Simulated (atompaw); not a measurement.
**A failed generation for Ho (Z = 67)**

Input:

```
Ho 67
GGA-PBESOL scalarrelativistic loggrid 2001 logderivrange -4 5 226
6 6 5 4 0 0
6 1 0
5 2 0
4 3 11
0 0 0
c
c
c
c
c
v
c
c
c
v
v
c
c
v
v
3
2.42 2.42 2.06 2.22
y
3
n
n
y
0.5
n
y
0.15
n
custom rrkj gramschmidtortho besselshape
bessel
2.42
2.42
1.94
2.42
2.42
2.42
0.52
0.52
PWSCFOUT
UPFDX 0.0125d0 UPFXMIN -7.d0 UPFZMESH 67.d0
END
```

```bash
atompaw < Ho.input > Ho.log
```

End of the output:

```
 Eigenvalues of overlap operator (in the basis of projectors):
    1       -1.02897601E+03
    2        8.02323284E-02
    3        1.22265154E-01
    4        1.69268898E-01
    5        1.28644266E+00
    6        2.82750932E+00
    7        8.50338443E+00
    8        1.92615382E+01

The overlap operator has at least one negative eigenvalue!
It might be not positive definite...
Program is stopping.
This probably means that your projectors are too similar
or that your PAW basis is incomplete.
Advice: try to change your input parameters (f.i. : reference energies).
```

**Question.** Why did it fail, and what change makes it run?

**Answer.** The run stopped because the overlap operator built from these waves and projectors is not positive definite. A run that differs only in the following succeeds: all radii scaled by about 1.24 (s 3.00, p 2.40, d 3.00, f 0.65 bohr); local potential bessel scheme, radius 2.55 bohr; augmentation besselshape compensation charge, radius 3.00 bohr; PAW radius 3.00 bohr; waves and projectors: custom rrkj gramschmidtortho; core correction smooth core density matched at 2.75 bohr. The answer isn't unique; the calculation gave this one.
